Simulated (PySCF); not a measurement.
H₂O₂Sc, neutral, multiplicity 2. Atoms are numbered in the order given.

```xyz
5

Sc     0.0000     0.0000     0.3991
O      0.0000     1.6856    -0.3928
H      0.0000     2.3812    -1.0481
O      0.0000    -1.6856    -0.3928
H      0.0000    -2.3812    -1.0481
```
Charge 0, spin multiplicity 2.

Geometry: B3LYP-D3(BJ)/def2-TZVP. One conformer was computed; it need not be the lowest.

These are PBE/def2-TZVPD in PySCF values and carry that method's errors.

Mulliken values depend strongly on the basis, most of all with diffuse functions as here. ESP charges are fitted to the potential on shells at 1.4 to 2.0 van der Waals radii. Atomic charges (e):

```
atom  Mulliken     ESP fit  Mulliken spin
----  --------  ----------  -------------
Sc1       0.86  (withheld)           1.09
O2       -0.65  (withheld)          -0.06
H3        0.22  (withheld)           0.01
O4       -0.65  (withheld)          -0.06
H5        0.22  (withheld)           0.01
```

### Question
Some entries are withheld; supply them. (An estimate is asked for; the answer gives what the named calculation found.)

### Answer

- Sc1, ESP fit: 0.61
- O2, ESP fit: -0.73
- H3, ESP fit: 0.43
- O4, ESP fit: -0.73
- H5, ESP fit: 0.43
